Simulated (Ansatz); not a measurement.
Te(GeH3)2 (Ge₂TeH₆) was relaxed with PBE-D4 (def2-SVP) in Ansatz in these states: charge +1 doublet, neutral singlet. The geometries follow in no particular order.

In the def2 sets Te takes a core potential; there is no spin–orbit coupling.

A:

```tsv
atom	x (Å)	y (Å)	z (Å)
Te1	-1.121	1.390	-0.468
Ge2	-0.162	0.500	1.763
H3	-0.573	-0.982	1.970
H4	-0.758	1.381	2.889
H5	1.386	0.609	1.762
Ge6	0.126	-0.458	-1.777
H7	-0.104	-0.174	-3.283
H8	-0.436	-1.857	-1.408
H9	1.642	-0.410	-1.449
```

B:

| atom | x (Å) | y (Å) | z (Å) |
| --- | --- | --- | --- |
| Te1 | -0.692 | -1.427 | 0.810 |
| Ge2 | -0.739 | 1.178 | 1.369 |
| H3 | 0.757 | 1.543 | 1.465 |
| H4 | -1.525 | 1.256 | 2.689 |
| H5 | -1.449 | 1.782 | 0.139 |
| Ge6 | 0.764 | -1.123 | -1.401 |
| H7 | 0.817 | -2.538 | -2.002 |
| H8 | 2.104 | -0.587 | -0.855 |
| H9 | -0.036 | -0.084 | -2.214 |

Judge from the bond lengths which geometry belongs to which state (an estimate).

A is the neutral singlet (Te1–Ge2 2.586 Å, Te1–Ge6 2.586 Å, Ge2–H4 1.549 Å); B is the charge +1 doublet (Te1–Ge2 2.665 Å, Te1–Ge6 2.665 Å, Ge2–H4 1.538 Å).
